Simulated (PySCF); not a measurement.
**Property card for `Cl/C(=C/[SiH3])C[CH2]` [radical]**

C4H8ClSi (doublet state).
SMILES with atom numbers: `[CH2:1][CH2:2]/[C:3]([Cl:4])=[CH:5]\[SiH3:6]` (hydrogens: H7, H8 on C1; H9, H10 on C2; H11 on C5; H12, H13, H14 on Si6)

GFN2-xTB geometry:

```yaml
Rotational_constants_A_B_C_of_the_GFN2-xTB_geometry: 4.080, 1.352, 1.042 GHz
```

UKS B3LYP, pcH-1 on C Cl H Si, non-relativistic, mean-field spin-orbit, GIAO (PySCF):

```yaml
Isotropic_g_value: 2.00301
Principal_g_values: 2.00251, 2.00272, 2.00378
Spin_squared_⟨S²⟩: 0.754
Largest_Mulliken_spin_population: 0.99 on C1
Largest_isotropic_hyperfine_couplings_means_over_sets_of_like_nuclei: 13C +137.6 (C1), 13C +72.4 (C3), 1H +61.5 (H12/H13/H14), 1H -48.7 (H7/H8), 1H +39.7 (H9/H10) MHz
```

Monoisotopic mass from the formula: 119.0084 u.

With B = h/(8π²I), that is 505.379 GHz u Å² over I, the principal moments of inertia are 123.9, 373.8 and 485.0 u Å² (most abundant isotopes). ⟨S²⟩ is 0.004 above the pure-spin value S(S + 1) = 0.75. g_iso is shifted by about +690 ppm from the free-electron value 2.002319; the principal values span 0.0013. At 9.50 GHz, hν = g·μB·B₀ (B₀ the magnetic field) puts the centre of the isotropic spectrum, to first order, at 338.9 mT. The rotational constants make it an asymmetric top with κ = (2B − A − C)/(A − C) = -0.80, nearer the prolate limit (−1).

Geometry: GFN2-xTB, one conformer, isolated molecule. Hyperfine couplings depend on the geometry, which wasn't re-optimised at a DFT level. Couplings of like nuclei are plain means over topologically equivalent atoms, as if these changed places fast (by rotation of a methyl-like group, say); in this geometry the members of some sets differ.

For the EPR job (B3LYP), the run took 83 s on one thread of an Arm Neoverse N1, shared host.

Shape of the structure used: `[CH2:1][CH2:2]/[C:3]([Cl:4])=[CH:5]\[SiH3:6]`: C1–C2–C3–Cl4 179°.
